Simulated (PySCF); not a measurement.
Dipole polarisabilities along the alkaline earths, charge +2

Calculated with PySCF 2.14 for the ground configurations, without spin-orbit coupling: coupled response for Hartree-Fock and DFT. Mean α in bohr³, C₆ of like pairs in atomic units.

```tsv
species	α UHF	α PBE	α PBE0	C₆ UHF	C₆ PBE	C₆ PBE0
Be²⁺ 1s2 (dyall-av2z, non-relativistic)	0.05171	0.05505	0.05410	0.01104	0.01198	0.01172
Mg²⁺ [Ne] (dyall-av2z, non-relativistic)	0.4660	0.5077	0.4945	0.5530	0.6146	0.5951
Ca²⁺ [Ar] (dyall-av2z, non-relativistic)	3.138	3.220	3.184	10.60	10.93	10.78
Sr²⁺ [Kr] (dyall-av2z, non-relativistic)	5.860	5.995	5.928	28.50	29.24	28.85
```
